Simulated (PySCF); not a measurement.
Species: C₇H₆N₂O.
Cartesian coordinates in Å at the GFN2-xTB level; atoms count from 1:
```xyz
16
C7H6N2O angstrom
C     -2.520    0.912   -0.330
C     -2.670   -0.414    0.151
C     -1.423   -0.934    0.310
N     -0.511    0.024   -0.055
C      0.843   -0.137   -0.026
N      1.479   -1.207    0.343
C      2.800   -0.888    0.198
C      2.900    0.383   -0.260
O      1.641    0.876   -0.408
C     -1.186    1.154   -0.447
H     -3.312    1.596   -0.559
H     -3.596   -0.913    0.351
H     -1.086   -1.893    0.648
H      3.567   -1.596    0.433
H      3.719    1.023   -0.510
H     -0.653    2.024   -0.774
```

Hirshfeld charges (e) from the PBE0/pcSseg-1 density (PySCF), one withheld:

```
atom   bonded to   charge
  C1  C2 C10 H11  -0.0866
  C2   C1 C3 H12  -0.0856
  C3   C2 N4 H13  -0.0243
  N4   C3 C5 C10  -0.0039
  C5    N4 N6 O9  +0.1846
  N6       C5 C7  -0.2052
  C7   N6 C8 H14  -0.0320
  C8   C7 O9 H15  -0.0070
  O9       C8 C5        ?
 C10   N4 C1 H16  -0.0347
 H11          C1  +0.0538
 H12          C2  +0.0544
 H13          C3  +0.0569
 H14          C7  +0.0664
 H15          C8  +0.0696
 H16         C10  +0.0529
```

**Question.** What is the charge on O9?

**Answer.** The charges add up to the total charge, 0. The others sum to +0.0593, which leaves -0.0593 e for O9 (furan-type oxygen); the computed value is -0.0596, the difference coming from rounding and the integration grid.

**Question.** Add each hydrogen's charge to the atom that carries it.

**Answer.** C1 -0.0328, C2 -0.0312, C3 +0.0326, C7 +0.0344, C8 +0.0626, C10 +0.0182. Atoms without hydrogen keep their charges.

**Question.** Across which bond do the charges differ most?

**Answer.** C5–N6: +0.1846 on C5 against -0.2052 on N6, a difference of 0.3898 e. The lower charge is on the more electronegative element of the two (Pauling values: N 3.04, C 2.55).

**Question.** Take the bonds between elements whose Pauling electronegativities differ by more than 0.25. In how many does the more electronegative atom carry the lower charge?

**Answer.** In 11 of 13; it doesn't in C3–N4 and N4–C10.

**Question.** How much positive and how much negative charge does this set hold in all?

**Answer.** +0.5386 e on 7 atoms and -0.5389 e on 9.

The Hirshfeld scheme divides the density at each point in proportion to the densities of the neutral, spherically averaged free atoms. Isolated species at its GFN2-xTB geometry (one conformer only).
